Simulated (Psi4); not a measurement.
C₄H₁₂Ge, singlet, geometry from GFN2-xTB; Psi4 with R2SCAN/def2-SVP.

Input for Psi4:
```
memory 2 GB

molecule {
0 1
  C    -0.23947062   -1.06595218   -1.65989926
  Ge    0.00000000    0.00000000   -0.00000000
  C    -0.06719706    1.93648478   -0.44088209
  C    -1.45232338   -0.43786460    1.28370447
  C     1.75899106   -0.43266800    0.81707688
  H    -1.19574845   -0.84621800   -2.12542525
  H    -0.20636169   -2.12977053   -1.44389199
  H     0.54406792   -0.84340260   -2.37823336
  H     0.06161749    2.54065356    0.45234337
  H    -1.02110312    2.19755474   -0.88962537
  H     0.71871324    2.20037014   -1.14243348
  H    -2.42529904   -0.20948328    0.85870428
  H    -1.43591229   -1.49303582    1.54023754
  H    -1.34257843    0.13361553    2.20067303
  H     1.81961363   -1.48776767    1.06718570
  H     2.57004324   -0.20139974    0.13284433
  H     1.91294749    0.13888367    1.72762118
}

set basis def2-svp
set scf_type pk
set puream true
set d_convergence 1e-8
set dft_radial_points 99
set dft_spherical_points 590

energy('r2scan')
print_variables()
```

The log (banner, timings and long lists left out):

```
   => Loading Basis Set <=

    Name: DEF2-SVP
    Role: ORBITAL
    Keyword: BASIS

         ---------------------------------------------------------
                                   SCF
               by Justin Turney, Rob Parrish, Andy Simmonett
                          and Daniel G. A. Smith
                              RKS Reference
         ---------------------------------------------------------

  ==> Geometry <==

    Molecular point group: c1
    Full point group: Td

    Geometry (in Angstrom), charge = 0, multiplicity = 1:

       Center              X                  Y                   Z               Mass
    ------------   -----------------  -----------------  -----------------  -----------------
         C           -0.239470619925    -1.065952180000    -1.659899259850    12.000000000000
         GE           0.000000000075     0.000000000000     0.000000000150    73.921177761000
         C           -0.067197059925     1.936484780000    -0.440882089850    12.000000000000
         C           -1.452323379925    -0.437864600000     1.283704470150    12.000000000000
         C            1.758991060075    -0.432668000000     0.817076880150    12.000000000000
         H           -1.195748449925    -0.846218000000    -2.125425249850     1.007825032230
         H           -0.206361689925    -2.129770530000    -1.443891989850     1.007825032230
         H            0.544067920075    -0.843402600000    -2.378233359850     1.007825032230
         H            0.061617490075     2.540653560000     0.452343370150     1.007825032230
         H           -1.021103119925     2.197554740000    -0.889625369850     1.007825032230
         H            0.718713240075     2.200370140000    -1.142433479850     1.007825032230
         H           -2.425299039925    -0.209483280000     0.858704280150     1.007825032230
         H           -1.435912289925    -1.493035820000     1.540237540150     1.007825032230
         H           -1.342578429925     0.133615530000     2.200673030150     1.007825032230
         H            1.819613630075    -1.487767670000     1.067185700150     1.007825032230
         H            2.570043240075    -0.201399740000     0.132844330150     1.007825032230
         H            1.912947490075     0.138883670000     1.727621180150     1.007825032230

  Running in c1 symmetry.

  Rotational constants: A =      0.09361  B =      0.09361  C =      0.09361 [cm^-1]
[...]
   @RKS iter   5: -2236.18484713026373   -4.45530e-02   8.16143e-05 DIIS
   @RKS iter   6: -2236.18488710787051   -3.99776e-05   2.19055e-05 DIIS
   @RKS iter   7: -2236.18489405522996   -6.94736e-06   3.33280e-06 DIIS
   @RKS iter   8: -2236.18489419114940   -1.35919e-07   3.27690e-07 DIIS
   @RKS iter   9: -2236.18489419239177   -1.24237e-09   2.02654e-08 DIIS
   @RKS iter  10: -2236.18489419239677   -5.00222e-12   3.03745e-09 DIIS
  Energy and wave function converged.

  ==> Post-Iterations <==

   Electrons on quadrature grid:
      Ntotal   =   68.0000231638 ; deviation = 2.316e-05

    Orbital Energies [Eh]
    ---------------------

    Doubly Occupied:

[...]
      34A     -0.258437

    Virtual:

[...]
    Final Occupation by Irrep:
              A
    DOCC [    34 ]
    NA   [    34 ]
    NB   [    34 ]

  @RKS Final Energy: -2236.18489419239677

   => Energetics <=

    Nuclear Repulsion Energy =            395.5013906628898326
    One-Electron Energy =               -3895.5667917992032017
    Two-Electron Energy =                1369.0221329710950613
    DFT Exchange-Correlation Energy =    -105.1416260271784608
    Empirical Dispersion Energy =           0.0000000000000000
    VV10 Nonlocal Energy =                  0.0000000000000000
    Total Energy =                      -2236.1848941923967686

Computation Completed

Properties will be evaluated at   0.000000,   0.000000,   0.000000 [a0]

Properties computed using the SCF density matrix

 Multipole Moments:

 ------------------------------------------------------------------------------------
     Multipole            Electronic (a.u.)      Nuclear  (a.u.)        Total (a.u.)
 ------------------------------------------------------------------------------------

 L = 1.  Multiply by 2.5417464519 to convert [e a0] to [Debye]
 Dipole X            :         -0.0000016           -0.0000000           -0.0000016
 Dipole Y            :          0.0000032           -0.0000000            0.0000032
 Dipole Z            :          0.0000019           -0.0000000            0.0000019
 Magnitude           :                                                    0.0000041

 ------------------------------------------------------------------------------------

  Variable Map:
  ----------------------------------------------------------------------------
[...]
  Array Variable Map:
  ----------------------------------------------------------------------------
[...]
[...]
```
